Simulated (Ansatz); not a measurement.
One change: `O=Nc1ccccc1` becomes `C[SiH2][N]([GeH3])c1ccccc1`.

Ansatz, PBE0-D4/def2-TZVP geometries, multiplicity 1. Each molecule was computed in one conformer, which needn't be the lowest.

Scalar relativity is left out up to krypton.

| property | `O=Nc1ccccc1` |
| --- | --- |
| size of the dipole moment (ωB97M-V/def2-TZVPP) / D | 3.48 |
| HOMO energy (PBE/def2-TZVPP) / eV | -4.75 |
| HOMO–LUMO gap (PBE0/def2-TZVPP) / eV | 3.75 |
| size of the dipole moment (PBE/def2-TZVPP) / D | 3.76 |
| HOMO–LUMO gap (PBE/def2-TZVPP) / eV | 1.01 |
| size of the dipole moment (B3LYP/def2-TZVPP) / D | 3.78 |

Give the same properties after the change, and the shifts. (Best estimate.)

Computed: 
| property | `C[SiH2][N]([GeH3])c1ccccc1` | shift |
| --- | --- | --- |
| size of the dipole moment (ωB97M-V/def2-TZVPP) / D | 0.52 | -2.96 |
| HOMO energy (PBE/def2-TZVPP) / eV | -5.14 | -0.39 |
| HOMO–LUMO gap (PBE0/def2-TZVPP) / eV | 5.86 | 2.11 |
| size of the dipole moment (PBE/def2-TZVPP) / D | 0.58 | -3.18 |
| HOMO–LUMO gap (PBE/def2-TZVPP) / eV | 3.98 | 2.97 |
| size of the dipole moment (B3LYP/def2-TZVPP) / D | 0.53 | -3.25 |

With PBE0 the HOMO rises by 0.36 eV and the LUMO rises by 2.47 eV, so the gap widens by about 2.11 eV. PBE moves the HOMO by -0.39 eV and ωB97M-V by 0.89 eV. Dipoles are sizes alone; their direction can turn.

B3LYP here is the variant with VWN-RPA as its local correlation; programs differ in this.
